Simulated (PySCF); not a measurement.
Species: C₄H₁₁ClOSi₂.
Atom-mapped SMILES: `[SiH3:1][O:2][Si@@H:3]([Cl:4])[CH2:5][CH:6]1[CH2:7][CH2:8]1` (hydrogens: H9, H10, H11 on Si1; H12 on Si3; H13, H14 on C5; H15 on C6; H16, H17 on C7; H18, H19 on C8)

Torsions of this conformer, `[SiH3:1][O:2][Si@@H:3]([Cl:4])[CH2:5][CH:6]1[CH2:7][CH2:8]1`: Si1–O2–Si3–Cl4 -15°, O2–Si3–C5–C6 -179°, Si3–C5–C6–C7 -155°.

The closed-shell ground state was solved at several levels (PySCF, density fitting, gas phase, non-relativistic). Isolated species at its PBE0-D3(BJ)/def2-SVP geometry (one conformer only).

```csv
level,basis functions,HOMO (eV),LUMO (eV),gap (eV),dipole (D)
PBE0/pcSseg-1,212,-7.82,0.24,8.06,1.62
CAM-B3LYP/def2-SVPD,266,-9.16,0.89,10.05,1.57
```

**Question.** Estimate the row for HF/pcSseg-1, a basis of 212 functions; the other rows only guide the guess.

**Answer.** HOMO -10.78 eV, LUMO 3.56 eV, gap 14.34 eV, dipole 1.71 D.

**Question.** Over all these levels, which gives the widest orbital gap and which the narrowest?

**Answer.** HF/pcSseg-1 (Hartree–Fock, all exact exchange) has the widest, 14.34 eV, and PBE0/pcSseg-1 (global hybrid, 25 % exact exchange) the narrowest, 8.06 eV. The two share the basis. From the narrowest to the widest the HOMO moves by -2.96 eV and the LUMO by +3.32 eV. The HOMO need not be the same orbital at Hartree–Fock and at DFT levels.

**Question.** How far do the dipole and the HOMO energy spread over the levels?

**Answer.** The dipole runs from 1.57 to 1.71 D (mean 1.63 D) and the HOMO from -10.78 to -7.82 eV.
